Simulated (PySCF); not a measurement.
Species: C₃H₉ClGe.
Bonds: C1–C2, C2–C3, C2–Cl4, C2–Ge5. Hydrogens: H6, H7, H8 on C1; H9, H10, H11 on C3; H12, H13, H14 on Ge5.

Method: PySCF, PBE0-D3(BJ)/def2-SVP geometry optimisation, gas phase.

Question: List the bond lengths and angles at this level.

Answer: 
```json
{"bond": "C1–C2, C2–C3", "length (pm)": "151.7", "order": "single"}
{"bond": "C2–Cl4", "length (pm)": "182.6", "order": "single"}
{"bond": "C2–Ge5", "length (pm)": "198.2", "order": "single"}
{"bond": "C1–H6 and 5 like bonds", "length (pm)": "110.1", "order": "single"}
{"bond": "Ge5–H12, Ge5–H13, Ge5–H14", "length (pm)": "153.9", "order": "single"}
```

Bonds in one row agree within 1 pm and their mean is given. Orders are formal, as drawn. A selection of angles:
```json
{"angle": "C2–C1–H6", "degrees": "110.0"}
{"angle": "C2–C1–H7", "degrees": "111.7"}
{"angle": "H6–C1–H7", "degrees": "108.3"}
{"angle": "C1–C2–C3", "degrees": "112.4"}
{"angle": "C1–C2–Cl4", "degrees": "107.9"}
{"angle": "C1–C2–Ge5", "degrees": "111.7"}
{"angle": "Cl4–C2–Ge5", "degrees": "104.7"}
{"angle": "C2–Ge5–H12", "degrees": "109.1"}
{"angle": "H12–Ge5–H13", "degrees": "110.6"}
{"angle": "H12–Ge5–H14", "degrees": "109.5"}
```

Ge5 (germanium bonded to C and 3 H) is tetrahedral (angles from 109.0° to 110.6°).

Not checked by PBE0-D3(BJ)/def2-SVP frequencies.
